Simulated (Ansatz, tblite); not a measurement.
Forces on AlSi₅ at its r2SCAN-D4/def2-SVP geometry. Charge 0, multiplicity 2.

The xTB rows come from tblite. Another isomer (doublet) lies 2.26 eV lower at PBE0-D4/def2-TZVP; other spin states weren't run for this one.

GFN1-xTB (tblite), largest force 1.23 eV/Å:

```xyz
6
positions Å, forces eV/Å
Al    0.806    0.095    0.398    1.089    0.333    0.468
Si    0.083    0.750   -1.967   -0.226    0.135   -0.537
Si    1.194    2.258   -0.695    0.243    0.451   -0.138
Si    0.489   -1.357    2.392    0.284   -0.197    0.824
Si   -0.873   -1.671    0.657   -0.690   -0.785   -0.163
Si   -1.700   -0.075   -0.785   -0.699    0.062   -0.453
```

GFN2-xTB (tblite), largest force 1.11 eV/Å:

```
Al 0.366 0.817 0.660
Si -0.211 0.024 0.000
Si 0.402 -0.324 0.129
Si 0.579 0.168 -0.153
Si -0.792 -0.210 -0.332
Si -0.344 -0.475 -0.303
```

PBE-D4/def2-TZVP (Ansatz), largest force 0.16 eV/Å:

```
Al 0.051 0.037 0.042
Si 0.006 -0.055 -0.130
Si 0.014 0.071 0.030
Si 0.061 -0.005 0.101
Si -0.070 -0.134 -0.041
Si -0.061 0.086 -0.002
```
